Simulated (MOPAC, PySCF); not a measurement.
H2ClIn, SMILES `[InH2][Cl]`, neutral singlet in the gas phase. 

Z-matrix (Å, degrees):
```
In
H 1 1.7162
H 1 1.7162 2 136.25
Cl 1 2.3651 2 111.87 3 -180.00
```
Charge 0, spin multiplicity 1.

All levels are single points at this geometry (PBE-D3(BJ)/def2-TZVP); Pople sets use spherical d functions. Orbital energies aren't observables, and empty levels follow the basis.

PBE-D3(BJ)/def2-TZVP in PySCF gives HOMO (eV) = -6.87.

Problem. Estimate the HOMO (eV) from each of these levels: B3LYP/6-311+G** (LANL2DZ on In) in PySCF; B3LYP/6-31G* (LANL2DZ on In) in PySCF; B3LYP/LANL2DZ in PySCF; BP86/6-31G* (LANL2DZ on In) in PySCF; M06-2X/6-31G* (LANL2DZ on In) in PySCF; PBE/6-31G* (LANL2DZ on In) in PySCF; SVWN5/6-31G* (LANL2DZ on In) in PySCF; HF/6-31G* (LANL2DZ on In) in PySCF; AM1 in MOPAC; PM3 in MOPAC; PM6 in MOPAC; PM7 in MOPAC.

Solution. 
```
level                                     HOMO (eV)
----------------------------------------  ---------
B3LYP/6-311+G** (LANL2DZ on In) in PySCF      -8.02
B3LYP/6-31G* (LANL2DZ on In) in PySCF         -7.95
B3LYP/LANL2DZ in PySCF                        -7.90
BP86/6-31G* (LANL2DZ on In) in PySCF          -7.01
M06-2X/6-31G* (LANL2DZ on In) in PySCF        -9.47
PBE/6-31G* (LANL2DZ on In) in PySCF           -6.90
SVWN5/6-31G* (LANL2DZ on In) in PySCF         -6.96
HF/6-31G* (LANL2DZ on In) in PySCF           -11.37
AM1 in MOPAC                                 -10.74
PM3 in MOPAC                                 -10.70
PM6 in MOPAC                                 -10.67
PM7 in MOPAC                                 -10.69
```
